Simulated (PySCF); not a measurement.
A structure optimised at B3LYP-D3(BJ)/def2-SVP, used in a PySCF frequency run:

```
W
O 1 1.7124
O 1 1.7124 2 111.85
S 1 2.3594 2 105.75 3 120.06
H 4 1.3572 1 94.36 2 -160.39
S 1 2.3594 2 110.27 3 -117.38
H 6 1.3572 1 94.36 2 -39.30
```
Charge 0, spin multiplicity 1.

Problem. Write its SMILES, formula and point group.

Solution. [O]=[W](=[O])([SH])[SH], H2O2S2W, C2

Problem. What are its rotational constants (standard atomic weights)?

Solution. 2.5313, 1.5615, 1.3030 GHz
